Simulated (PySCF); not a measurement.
C₄H₅BS₂, SMILES `Bc1c(S)ccs1`, neutral singlet in the gas phase. 

Cartesian coordinates (Å):
SMILES: c1c(S)c(B)sc1
```xyz
12

B     -2.0696    -0.9960     0.3117
C     -0.6099    -0.6371     0.1346
S      0.6247    -1.8636     0.1750
C      1.8716    -0.7394    -0.0780
C      1.4011     0.5487    -0.1953
C     -0.0104     0.6120    -0.0751
S     -0.9545     2.0849    -0.1724
H     -2.9065    -0.1240     0.2792
H     -2.4036    -2.1445     0.4848
H      2.9127    -1.0589    -0.1328
H      2.0463     1.4125    -0.3613
H      0.0982     2.9054    -0.3704
```
Charge 0, multiplicity 1.

All levels are single points at this geometry (PBE0-D4/def2-SVP); Pople sets use spherical d functions. Orbital energies aren't observables, and empty levels follow the basis.

B3LYP/3-21G in PySCF gives dipole (D) = 3.57.

Q: Estimate the dipole (D) from each of these levels: B3LYP-D3(BJ)/def2-TZVP in PySCF; PBE0-D4/def2-TZVP in PySCF; B3LYP/6-31G* in PySCF; PBE/6-31G* in PySCF; HF/6-31G* in PySCF.

A: 
```csv
level,dipole (D)
B3LYP-D3(BJ)/def2-TZVP in PySCF,3.06
PBE0-D4/def2-TZVP in PySCF,3.09
B3LYP/6-31G* in PySCF,3.27
PBE/6-31G* in PySCF,3.41
HF/6-31G* in PySCF,3.07
```
